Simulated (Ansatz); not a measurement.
Cost and result for the atomization energy of C₄H₈O₂Si (`C=C[Si](O)(O)C=C`) (15 atoms, 14 bonds).

Z-matrix (Å, degrees):
```
Si
C 1 1.852
O 1 1.649 2 104.5
O 1 1.647 2 111.9 3 -120.9
C 1 1.854 2 112.8 3 122.4
C 2 1.331 1 123.5 3 -7.9
H 2 1.089 1 118.3 3 172.3
H 3 0.958 1 117.2 2 163.1
H 4 0.959 1 116.8 2 57.8
C 5 1.331 1 122.8 2 -25.1
H 5 1.090 1 119.0 2 154.7
H 6 1.086 2 121.2 1 0.1
H 6 1.087 2 122.2 1 179.8
H 10 1.087 5 122.4 1 -179.6
H 10 1.087 5 121.5 1 0.7
```

Charge 0, multiplicity 1. Geometry: relaxed with PBE0-D4/def2-TZVP. It is one conformer, not always the lowest. Program: Ansatz. All runs use 2 threads of an AMD EPYC 7R13 on a shared host and a share of an NVIDIA H100 80 GB. Times are those of one run each, without the atoms' runs, and a repeat can differ threefold. Electronic energies, without spin–orbit coupling; frozen cores. CCSD(T)/CBS adds CCSD(T) − MP2 in def2-TZVPP to the MP2 limit, and its time is that of the two runs behind it. T1 = 0.012. B3LYP takes the VWN-RPA correlation (the form of Gaussian; ORCA's B3LYP/G).

CCSD(T)/CBS is a level of theory with its own doubt, some kJ/mol a heavy atom from the limit and from the frozen cores, so smaller differences don't rank the functionals.

```
                             level  functions  wall time  atomization (kcal/mol)  difference from CCSD(T)/CBS  per bond
                PBE0-D4/def2-TZVPP        340        2 s                  1510.3                         -1.3      -0.1
   PBE-D4/def2-TZVPP (with forces)        340      2.4 s                  1539.6                         28.0       2.0
 B3LYP-D4/def2-TZVPP (with forces)        340      2.7 s                  1507.4                         -4.2      -0.3
r2SCAN-D4/def2-TZVPP (with forces)        340      2.8 s                  1512.2                          0.6       0.0
                 B2PLYP/def2-TZVPP        340      2.8 s                  1494.2                        -17.4      -1.2
                ωB97X-V/def2-TZVPP        340      3.8 s                  1508.4                         -3.2      -0.2
                    MP2/def2-QZVPP        652      4.2 s                  1527.1                         15.5       1.1
  ωB97M-V/def2-TZVPP (with forces)        340      4.4 s                  1513.4                          1.8       0.1
                CCSD(T)/def2-TZVPP        340        8 s                  1472.1                        -39.5      -2.8
                 CCSD(T)/CBS(def2)          –       12 s                  1511.6                          0.0       0.0
```

In def2-TZVPP, CCSD(T) changes the Hartree–Fock value by +366.5 kcal/mol (the triples alone add +23.8 kcal/mol) and MP2 by +398.0 kcal/mol; breaking electron pairs costs correlation energy, which Hartree–Fock lacks. From PBE to PBE0 (25 % exact exchange), in def2-TZVPP and without D4, the atomization energy moves by −28.0 kcal/mol: exact exchange takes away binding that semilocal exchange gives to molecules. The D4 term adds +13.7 kcal/mol with B3LYP and +7.3 kcal/mol with PBE0; it sums over pairs of atoms, weighted by their polarisabilities, and B3LYP, whose exchange is more repulsive, gets the larger term.
